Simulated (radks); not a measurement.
Spin polarisation of the 4d5 shell in Mo+. Start: [Kr] 4d(up 2.5, down 2.5); electrons of 4d are moved from spin down to spin up, other shells keep equal spins. Calculated with a radial shooting solver on a logarithmic mesh with Libxc functionals: scalar-relativistic Kohn-Sham, LDA (Slater exchange, Perdew-Wang correlation), spin-polarised, spherical densities, finite nucleus; Fermi nuclear charge, rms radius of each element as measured or else 0.836 A^(1/3) + 0.57 fm.

\begin{tabular}{lrrrrr}
moment (Bohr magnetons) & E - E(0) (eV) & e(4d up) (eV) & e(4d down) (eV) & 4p down minus up (eV) & 4s down minus up (eV) \\ \hline
0 & 0.000 & -10.659 & -10.659 & 0.000 & 0.000 \\
1 & -0.139 & -10.917 & -10.360 & 0.554 & 0.514 \\
2 & -0.559 & -11.137 & -10.016 & 1.110 & 1.028 \\
3 & -1.261 & -11.316 & -9.623 & 1.667 & 1.542 \\
4 & -2.254 & -11.454 & -9.177 & 2.227 & 2.056 \\
5 & -3.542 & -11.547 & -8.655 & 2.791 & 2.570 \\
\end{tabular}

At moment 5 the spin-polarisation energy is -3.542 eV and the 4d exchange splitting 2.892 eV, that is 0.578 eV per Bohr magneton; E = -I m^2/4 would give I = 0.567 eV.
